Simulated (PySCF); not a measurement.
**Spin states of BeN**

Unrestricted PBE0; basis Be 3-21G, N 3-21G; no relativity; PySCF 2.14. Outer shells of the fragments: Be 2s2; N 2s2 2p3.

Followed along the bond (rough minima from three points):

```
2Ms+1   unpaired  ⟨S²⟩ at the start  R at minimum (Å)  Te (eV)
    4  σ ↑, π ↑↑               3.75              1.65     0.00
    2  σ ↓, π ↑↑               1.75              1.64     0.20
    2        π ↑               1.37              1.54     0.45
    2  σ ↑, π ↑↓               1.75              1.64     0.69
    4  σ ↑↑, π ↑               3.75              1.54     1.09
```

Solutions found at the starting distance of 1.615 Å, counted from the lowest of them; the search is not exhaustive and high or unbound solutions are not listed, so other states can lie among these:

| 2Ms+1 | unpaired | term | E (eV) | ⟨S²⟩ | ⟨Lz²⟩ | μ (D) |
| --- | --- | --- | --- | --- | --- | --- |
| 4 | σ ↑, π ↑↑ | ⁴Σ⁻ | 0.00 | 3.75 | 0.00 | -1.07 |
| 2 | σ ↓, π ↑↑ | mixed | 0.20 | 1.75 | 0.00 | -1.17 |
| 2 | π ↑ | mixed | 0.51 | 1.37 | 1.00 | -2.18 |
| 2 | σ ↑, π ↑↓ | mixed | 0.68 | 1.75 | 2.00 | -1.02 |
| 4 | σ ↑↑, π ↑ | ⁴Π | 1.15 | 3.75 | 1.01 | -0.25 |
| 2 | σ ↑ | mixed | 2.16 | 0.75 | 2.00 | -0.70 |

A term symbol is given only where ⟨S²⟩ and ⟨Lz²⟩ are close to those of a pure state; real π, δ and φ orbitals otherwise mix terms. A positive dipole means Be(−)N(+).

3-21G is very small, so such numbers show the basis as much as the molecule.
